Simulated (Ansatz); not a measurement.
System: Si₂H₄, charge 0, singlet. Si2H4 (SMILES [SiH3][SiH]).
B3LYP-D3(BJ)/def2-TZVP minimum from Ansatz (a quantum-chemistry and plane-wave program):
```
Si
H 1 1.4846
H 1 1.4893 2 107.80
H 1 1.4893 2 107.80 3 116.32
Si 1 2.3971 2 114.30 3 -121.84
H 5 1.5236 1 88.28 2 -180.00
```

Total energies in cc-pV(T+d)Z, 12 correlated electrons, 10 frozen orbitals. UHF or UKS for unpaired electrons; spin-orbit terms are left out. Correlated methods leave the cores frozen. No relativity. The restricted determinant of H4Si2 ([SiH][SiH3], singlet) is unstable towards broken spin symmetry in at least one set run.

```tsv
method	program	energy (Eh)	minus CCSDT(Q) (mEh)
HF	Ansatz	-580.14545	290.45
MP2	Ansatz	-580.37697	58.93
CCSD	Ansatz	-580.42424	11.65
CCSD(T)	Ansatz	-580.43387	2.02
CCSDT(Q)	Ansatz	-580.43590	0.00
```

Rough core times of Ansatz's runs on a shared machine: CCSD(T) under 20 s, CCSDT(Q) 30 min.
